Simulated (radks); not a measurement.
Spherical quantum dot in the effective-mass picture: electrons in a hard-walled sphere of radius 4.03, all in effective atomic units (hartree* = m*/eps^2 hartree, bohr* = eps/m* bohr), one dielectric constant everywhere. Method: non-relativistic Kohn-Sham, PBEsol, spin-polarised, spherical densities; computed with a radial shooting solver with Libxc functionals. Levels are named by radial order and angular momentum (1s, 1p, 1d, 2s, ...), and open shells are averaged over m.

N = 21, configuration 1s2 1p6 1d10 1f(up 3, down 0). This is the lowest configuration that the search found. Occupied and some empty levels:

level,occupation,eigenvalue (hartree*),<r> (bohr*)
1s up,1,6.8678,2.733
1s down,1,6.8993,2.718
1p up,3,7.0258,2.831
1p down,3,7.0597,2.823
1d up,5,7.3013,2.918
1d down,5,7.3372,2.913
1f up,3,7.6792,2.992
1f down,0,7.7167,2.989
2s up,0,7.9955,1.818
2s down,0,8.0052,1.819
1g up,0,8.1510,3.055
1g down,0,8.1896,3.053
2p up,0,8.5135,2.117
2p down,0,8.5278,2.115
2d up,0,9.1381,2.306
2d down,0,9.1564,2.303

Energy (hartree*): total 84.3162, kinetic 22.365, external 0, Hartree 70.539, exchange-correlation -8.5884.

Electron density:

r (bohr*),n(r) (e/bohr*^3)
0.318,0.004182
0.618,0.006179
0.919,0.01055
1.22,0.01892
1.52,0.03336
1.82,0.05585
2.12,0.08639
2.42,0.1202
2.72,0.1453
3.02,0.1438
3.32,0.1046
3.62,0.04299
3.93,0.002966
